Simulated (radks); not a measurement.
Task: All-electron atom: Ru II in [Kr] 4d5 5p2 (not the ground configuration). Calculated with a radial shooting solver on a logarithmic mesh with Libxc functionals: scalar-relativistic Kohn-Sham, r2SCAN, spin-unpolarised, spherical densities, finite nucleus; meta-GGA in the generalised Kohn-Sham scheme; Fermi nuclear charge, rms radius 4.4809 fm. Some entries of the table are withheld. Estimate them.

orbital,occ.,eigenvalue (eV),<r^2> (bohr^2)
1s,2,-22001.91,0.001510
2s,2,-3192.719,(1)
2p,6,-2858.732,0.01970
3s,2,-583.4059,0.1847
3p,6,-472.6494,0.1882
3d,10,-294.9666,0.1766
4s,2,-96.6930,1.163
4p,6,-65.5594,1.412
4d,5,(2),2.596
5p,2,-9.0028,13.57

Result: 
(1) 2s <r^2> (bohr^2): 0.02499
(2) 4d eigenvalue (eV): -21.0692
